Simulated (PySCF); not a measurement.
Scan of H₃O (cation, charge +1), singlet: umbrella (inversion) coordinate, bond length relaxed. Scanned: angle between the O-H bonds and the threefold axis (90 = planar). Other coordinates (O-H bond length) were minimised at PBE0/def2-TZVP.

Computed with CCSD(T) on RHF/cc-pVTZ, 1 core orbital frozen run with PySCF.

Scanned values (°): 90, 93, 96, 99, 102, 105, 108, 111, 114, 117, 120, 123, 126, 129, 132.

At which scan points does the profile have its minima and maxima, and how high do they lie?

Lower than their neighbours: 108° (0.0 kcal/mol). Higher than their neighbours: 90° (2.2 kcal/mol, end of the scan), 132° (34.9 kcal/mol, end of the scan). The whole profile spans 34.9 kcal/mol.
